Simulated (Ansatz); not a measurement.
These are frozen-core CCSD(T)/cc-pVTZ // TPSSh-D3(BJ)/def2-TZVP run with Ansatz (an electronic-structure program) values and carry that method's errors.

Ansatz 0.2 input:
```yaml
crystal:
  periodic: [false, false, false]
  atoms:
    - { symbol: Al, position_ang: [-0.000032, -0.000091, 0.000629] }
    - { symbol: H, position_ang: [1.576494, -0.137936, -0.000145] }
    - { symbol: H, position_ang: [-0.907722, -1.296446, -0.000416] }
    - { symbol: H, position_ang: [-0.668931, 1.434134, -0.000071] }
basis:
  gaussian: { orbitals: cc-pVTZ }
correlation:
  method: ccsd_t
```

Output:

```
Functional definition: HF
442 factors; integrals over basis functions are off by at most 1.3e-3 eV
mean field evaluation 1: about -6629.4544 eV, gradient 8.7e0 eV
mean field evaluation 2: about -6629.4603 eV, gradient 8.7e0 eV
mean field evaluation 4: about -6629.8991 eV, gradient 3.4e-1 eV
mean field evaluation 8: about -6629.8992 eV, gradient 7.4e-5 eV
mean field -6629.89924303 eV, -243.6443032741 hartree, gradient 1.8e-6 eV, S^2 0.000000; 0 other end points of the search recorded, 0 dependent functions left out
5 core orbitals not correlated
reference -6629.89924303 eV, -243.6443032741 hartree; 3, 3 occupied and 68, 68 virtual orbitals, 442 factors
second order -2.55367183 eV of doubles, -0.00000000 eV of singles
cycle   1  -3.00696702 eV  change   -4.5e-1 eV  update   5.1e-2
cycle   2  -3.19324866 eV  change   -1.9e-1 eV  update   1.8e-2
cycle   3  -3.19696518 eV  change   -3.7e-3 eV  update   3.4e-3
cycle   4  -3.19687709 eV  change    8.8e-5 eV  update   1.1e-3
cycle   5  -3.19662774 eV  change    2.5e-4 eV  update   3.2e-4
cycle   6  -3.19659488 eV  change    3.3e-5 eV  update   6.4e-5
cycle   7  -3.19662145 eV  change   -2.7e-5 eV  update   1.7e-5
cycle   8  -3.19662494 eV  change   -3.5e-6 eV  update   5.0e-6
perturbative correction -0.04270996 eV, -0.0015695622 hartree
Total energy: -6633.13857793 eV, -243.7633466362 hartree
```

Cost: about 1.1 core-seconds (a rough figure).
